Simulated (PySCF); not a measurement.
Br₄Ti, singlet, geometry from GFN2-xTB (such geometries of metal compounds can be far from the true shape). Base run: SVWN5/STO-3G in PySCF.

Input for PySCF:
```python
from pyscf import gto, scf, dft

mol = gto.Mole()
mol.atom = '''
    Ti    0.000000   -0.000000   -0.000000
    Br    1.837950   -0.531399   -1.351868
    Br    0.722307    0.336398    2.202975
    Br   -1.015478    1.955289   -0.796014
    Br   -1.544778   -1.760289   -0.055093
'''
mol.basis = 'sto-3g'
mol.charge = 0
mol.spin = 0
mol.verbose = 4
mol.build()

mf = dft.RKS(mol)
mf.xc = 'lda,vwn'
mf.kernel()
mf.analyze()
```

Variants of this job, named by their change:

```json
[
 {"change": "base", "ΔE vs base (mEh)": "0.000", "grid points": "102600", "electrons on the grid": "162.00002", "outcome": "converged"},
 {"change": "grids.becke_scheme = stratmann", "ΔE vs base (mEh)": "0.015", "grid points": "102600", "electrons on the grid": "162.00000", "outcome": "converged"},
 {"change": "grids.atom_grid = (30, 110)", "ΔE vs base (mEh)": "-34.825", "grid points": "12216", "electrons on the grid": "162.00120", "outcome": "converged"},
 {"change": "grids.prune = off", "ΔE vs base (mEh)": "0.001", "grid points": "195304", "electrons on the grid": "162.00001", "outcome": "converged"},
 {"change": "grids.prune = dft.gen_grid.treutler_prune", "ΔE vs base (mEh)": "0.001", "grid points": "103504", "electrons on the grid": "162.00001", "outcome": "converged"},
 {"change": "grids.atom_grid = (75, 302)", "ΔE vs base (mEh)": "0.009", "grid points": "65552", "electrons on the grid": "162.00002", "outcome": "converged"},
 {"change": "grids.atom_grid = (50, 194)", "ΔE vs base (mEh)": "-0.025", "grid points": "30680", "electrons on the grid": "161.99999", "outcome": "converged"},
 {"change": "grids.radi_method = delley", "ΔE vs base (mEh)": "0.009", "grid points": "103728", "electrons on the grid": "162.00002", "outcome": "converged"},
 {"change": "grids.prune = dft.gen_grid.sg1_prune", "ΔE vs base (mEh)": "-", "grid points": "-", "electrons on the grid": "-", "outcome": "input refused"},
 {"change": "grids.level = 2", "ΔE vs base (mEh)": "0.009", "grid points": "65552", "electrons on the grid": "162.00002", "outcome": "converged"},
 {"change": "grids.level = 0", "ΔE vs base (mEh)": "-34.825", "grid points": "12216", "electrons on the grid": "162.00120", "outcome": "converged"}
]
```

- grids.prune = dft.gen_grid.sg1_prune: ended with `IndexError: index 22 is out of bounds for axis 0 with size 19`
